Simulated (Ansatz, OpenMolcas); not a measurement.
## Ansatz → OpenMolcas

Ansatz 0.2.0 runs this on C2H5BO (SMILES B1CCO1):

job.yaml:
```yaml
crystal:
  periodic: [false, false, false]
  atoms:
    - {symbol: B, position_ang: [-0.402600, 0.301700, -1.082000]}
    - {symbol: C, position_ang: [0.506000, 0.617000, 0.171000]}
    - {symbol: C, position_ang: [-0.098600, -0.719600, 0.617700]}
    - {symbol: O, position_ang: [-0.884800, -0.878500, -0.596200]}
    - {symbol: H, position_ang: [-0.697000, 0.772800, -2.139500]}
    - {symbol: H, position_ang: [0.236300, 1.479000, 0.782200]}
    - {symbol: H, position_ang: [1.586200, 0.614100, 0.021000]}
    - {symbol: H, position_ang: [-0.757600, -0.681300, 1.487200]}
    - {symbol: H, position_ang: [0.600600, -1.551500, 0.721500]}
basis:
  gaussian:
    orbitals: def2-SVP
hamiltonian:
  xc: {name: B3LYP}
accuracy: high
output:
  orbitals: {seedname: orbitals}
```

```bash
$ ansatz run job.yaml --threads 1 --pin off --max-ram 3480MiB --events-out events.jsonl --progress --plain --runs-dir runs
```

The coordinates come from a PBE0-D4/def2-TZVP relaxation.

It gives a total energy of -179.173119 Eh.

Write the same calculation for OpenMolcas 26.06 as an input file of the program's own, asking for the gradient.

One way, which was run:

mol.inp:
```
&GATEWAY
  BasLib=$CurrDir
  Coord
  9
  angstrom
  B       -0.402600       0.301700      -1.082000
  C        0.506000       0.617000       0.171000
  C       -0.098600      -0.719600       0.617700
  O       -0.884800      -0.878500      -0.596200
  H       -0.697000       0.772800      -2.139500
  H        0.236300       1.479000       0.782200
  H        1.586200       0.614100       0.021000
  H       -0.757600      -0.681300       1.487200
  H        0.600600      -1.551500       0.721500
  Basis=def2-SVP
  Group=NoSym

&SEWARD
  GridInput
  Grid=UltraFine
  End of Grid

&SCF
  KSDFT=B3LYP
  Thresholds=1e-10 1e-07 1e-07 1e-05
  PrOrbitals=1 2

&ALASKA
```

```bash
$ export MOLCAS_MEM=1860
$ pymolcas mol.inp > mol.log
```

(Basis files named in the input come from the Basis Set Exchange and aren't shown.)

Its energy is -179.173119 Eh, the same as the first but for the last digit, at most.
